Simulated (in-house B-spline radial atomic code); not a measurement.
Configurations of the neodymium ion Nd⁸⁺, with energies counted from [Kr] 4d10 4f2 5s2 5p2. Level of theory: Dirac-Hartree-Fock, average of configuration, Fermi nucleus of rms radius 4.9123 fm; calculated with a radial B-spline atomic code at the basis-set limit. Energies include first-order Breit, QED and recoil terms.

Occupations are held fixed; configurations that lie above the ionisation limit could autoionise.

| configuration | E - E(ref) (eV) | highest orbital | its <r> (bohr) |
| --- | --- | --- | --- |
| [Kr] 4d10 4f3 5s2 5p1 | 7.6792 | 4f7/2 | 0.8517 |
| [Kr] 4d10 4f2 5s2 5p1 5d1 | 33.553 | 5d5/2 | 1.749 |
| [Kr] 4d10 4f2 5s2 5p1 5g1 | 81.565 | 5g7/2 | 2.925 |
| [Kr] 4d10 4f1 5s2 5p2 8s1 | 93.013 | 8s1/2 | 5.691 |
| [Kr] 4d10 4f2 5s2 5p1 6g1 | 95.163 | 6g7/2 | 4.701 |
| [Kr] 4d10 4f2 5s2 5p1 8d1 | 100.84 | 8d5/2 | 6.9 |
| [Kr] 4d10 4f2 5s2 5p1 7g1 | 103.47 | 7g7/2 | 6.825 |
| [Kr] 4d10 4f1 5s2 5p2 8g1 | 107.85 | 8g7/2 | 9.236 |
| [Kr] 4d10 4f1 5s2 5p2 9g1 | 111.58 | 9g7/2 | 12.03 |
| [Kr] 4d9 4f2 5s2 5p2 8s1 | 217.29 | 8s1/2 | 5.687 |

(1) Order these further configurations by energy, lowest first.
A. [Kr] 4d10 4f1 5s2 5p2 7g1
B. [Kr] 4d10 4f1 5s2 5p2 6s1
C. [Kr] 4d10 4f1 5s2 5p2 9d1
D. [Kr] 4d9 4f2 5s2 5p2 9g1
E. [Kr] 4d9 4f2 5s2 5p2 7g1

(2) How far above the reference does [Kr] 4d10 4f1 5s2 5p2 6d1 lie?

(3) How far above the reference does [Kr] 4d10 4f1 5s2 5p2 6g1 lie?

(4) How far above the reference does [Kr] 4d9 4f2 5s2 5p2 6g1 lie?

## Answers

(1) B (48.48 eV), A (102.41 eV), C (106.14 eV), E (226.7 eV), D (235.88 eV).

(2) 70.978 eV; its least bound orbital is 6d5/2 with <r> = 3.13 bohr.

(3) 94.067 eV; its least bound orbital is 6g7/2 with <r> = 4.664 bohr.

(4) 218.35 eV; its least bound orbital is 6g7/2 with <r> = 4.658 bohr.
